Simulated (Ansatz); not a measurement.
Geometry optimisation, UKS LDA/def2-SVP in Ansatz.

Input:

```yaml
crystal:
  periodic: [false, false, false]
  atoms:
    - { symbol: C, position_ang: [-0.6272, 1.2565, -1.0305] }
    - { symbol: Al, position_ang: [0.5141, -0.1129, -0.3034] }
    - { symbol: C, position_ang: [0.6033, -1.2444, 1.2306] }
    - { symbol: O, position_ang: [0.9808, -1.8873, 0.0259] }
    - { symbol: H, position_ang: [-0.1918, 1.76, -1.9441] }
    - { symbol: H, position_ang: [-0.8561, 2.0911, -0.2695] }
    - { symbol: H, position_ang: [-1.615, 0.8492, -1.3395] }
    - { symbol: H, position_ang: [1.00326, -2.87689, 0.00859] }
    - { symbol: H, position_ang: [1.5477, -1.1598, 1.9207] }
magnetization:
  spin_polarized: true
basis:
  gaussian: { orbitals: def2-SVP }
hamiltonian:
  xc: lda
relax:
  f_tol: 0.02
  max_steps: 50
output:
  orbitals: {}
```

Command:

```bash
$ ansatz run input.yaml --threads 2 --pin off --max-ram 3072MiB --backend cpu --events-out ev --progress --plain --runs-dir out
```

Problem. Where does it end, and by what steps?

Solution. The forces met the threshold. After 12 steps the energy has fallen by 1.205 eV; H8 moved furthest, 0.80 Å.

| step | energy less start (eV) | largest force component (eV/Å) | accepted |
| --- | --- | --- | --- |
| 0 | 0.0000 | 3.098 | yes |
| 1 | -0.5870 | 2.079 | yes |
| 2 | -0.8956 | 1.072 | yes |
| 3 | -1.0461 | 0.829 | yes |
| 4 | -1.1479 | 1.200 | yes |
| 5 | -1.1610 | 0.468 | yes |
| 6 | -1.1402 | 0.565 | no |
| 7 | -1.1966 | 0.170 | yes |
| 8 | -1.2008 | 0.178 | yes |
| 9 | -1.2037 | 0.127 | yes |
| 10 | -1.2044 | 0.054 | yes |
| 11 | -1.2046 | 0.024 | yes |
| 12 | -1.2046 | 0.008 | yes |

```xyz
9
Properties=species:S:1:pos:R:3
C -0.651 1.172 -1.027
Al 0.484 0.204 0.207
C 0.957 -1.149 1.286
O 1.117 -1.717 -0.124
H -0.082 1.505 -1.920
H -1.075 2.075 -0.539
H -1.494 0.533 -1.364
H 0.407 -2.385 -0.216
H 1.695 -1.564 1.996
```

Whether the end is a true minimum wasn't checked by a vibrational analysis.

Time of the run: 14 s on 2 threads of Intel(R) Xeon(R) Platinum 8488C (Sapphire Rapids), with other jobs on the host, peak memory 0.19 GiB.
